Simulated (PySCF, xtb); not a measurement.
C2H7ClOTi, SMILES [CH3][Ti]([CH3])([OH])[Cl], multiplicity 1. Other conformers were not sampled.

Harmonic wavenumbers (cm⁻¹) from GFN2-xTB run with xtb at its own minimum, in rising order: 67, 102, 111, 133, 150, 158, 173, 311, 326, 354, 474, 505, 534, 562, 581, 587, 711, 1214, 1225, 1464, 1468, 1468, 1472, 2874, 2881, 2892, 2903, 2920, 2923, 3630.

What does PBE0-D3(BJ)/def2-SVP (PySCF 2.14.0) give at its own minimum? (An estimate is asked for; the answer gives what the named calculation found.)

77, 110, 113, 123, 151, 152, 169, 245, 313, 418, 454, 488, 521, 547, 584, 586, 846, 1125, 1137, 1380, 1382, 1388, 1390, 3032, 3034, 3155, 3155, 3157, 3159, 3965. Paired by order, the mean absolute difference is 84 cm⁻¹ and the zero-point energies are 50.3 and 52.0 kcal/mol.
